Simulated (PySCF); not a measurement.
ZnHI, SMILES [ZnH][I].

Coordinates come from a B3LYP-D3(BJ)/def2-TZVP optimisation. The def2 effective core potentials stand for the cores of I; spin–orbit coupling is left out.

All values below come from C-PCM-B3LYP/def2-SVP (PySCF).

The values are the electrostatic part of the solvation free energy, E(continuum) − E(gas) at the gas-phase geometry, in a cavity of scaled van der Waals radii (PySCF's table); cavitation and dispersion terms are not included. A continuum can't describe solvent molecules that bind to the metal. In vacuum the orbital gap is 6.43 eV. The dipole moment in vacuum is 1.56 D.

```
solvent              ε  ΔG(elec) (kcal/mol)  dipole (D)  gap (eV)
---------------  -----  -------------------  ----------  --------
water            78.36                -13.6        2.59      7.05
tetrahydrofuran   7.43                  [?]         [?]       [?]
ethylethanoate    5.99                -10.9        2.39      6.92
```

### Question
Complete the blanks. (An estimate is asked for; the answer gives what the named calculation found.)

### Answer

- tetrahydrofuran, ΔG(elec) (kcal/mol): -11.4
- tetrahydrofuran, dipole (D): 2.43
- tetrahydrofuran, gap (eV): 6.95
